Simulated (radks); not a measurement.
Values are calculated unless marked as measured or tabulated.
Neutral gadolinium inside a hard spherical wall (all orbitals vanish at R), configuration held at [Xe] 4f7 5d1 6s2 and not refilled when levels cross. Code: a radial shooting solver on a logarithmic mesh with Libxc functionals. Model: scalar-relativistic Kohn-Sham, LDA (Slater exchange, VWN5 correlation), spin-polarised, spherical densities, finite nucleus; open shells are filled with parallel spins first (spin-orbit coupling, left out, can overturn this in heavy ions); Fermi nuclear charge, rms radius 5.1569 fm. Eigenvalues in eV for spin up, with the zero of energy where the potential of the charges vanishes at infinity; a dash marks a level that is unbound or too diffuse for the functional's potential to be trusted. A positive occupied level is held by the wall or, in an anion where self-interaction has pushed it up, behind a barrier. The pressure on the wall is -dE/dV.

\begin{tabular}{lrrrrrrrrr}
R (bohr) & E (hartree) & kinetic (hartree) & e(5p) & e(4f) & e(6s) & e(5d) & e(6p, empty) & e(7s, empty) & pressure (GPa) \\ \hline
free & -11263.0793 & 12089.354 & -28.259 & -10.586 & -4.481 & -3.105 & -1.490 & -0.101 & 0 \\
20 & -11263.0793 & 12089.354 & -28.259 & -10.586 & -4.481 & -3.105 & -1.490 & 0.000 & < 0.0001 \\
10 & -11263.0772 & 12089.374 & -28.124 & -10.448 & -4.376 & -2.986 & -1.225 & 2.230 & 0.0490 \\
7 & -11263.0382 & 12089.602 & -27.027 & -9.312 & -3.331 & -1.999 & 0.609 & 9.360 & 1.93 \\
6 & -11262.9688 & 12089.921 & -25.925 & -8.142 & -1.954 & -0.927 & 2.785 & 16.273 & 7.17 \\
5 & -11262.7720 & 12090.710 & -23.976 & -6.001 & 1.304 & 1.203 & 7.641 & 30.076 & 30.4 \\
4 & -11262.1311 & 12093.142 & -20.144 & -1.553 & 10.227 & 6.065 & 19.985 & 61.167 & 169 \\
3.5 & -11261.2726 & 12096.385 & -16.384 & 2.909 & 20.673 & 11.192 & 33.486 & 92.196 & 472 \\
3 & -11259.3270 & 12103.592 & -9.400 & 10.938 & 41.481 & 20.850 & 58.851 & 146.64 & 1530 \\
1.5 & -11185.7097 & 12329.124 & 166.56 & 135.60 & 505.01 & 237.43 & 556.42 & 1054.8 & 216000 \\
\end{tabular}
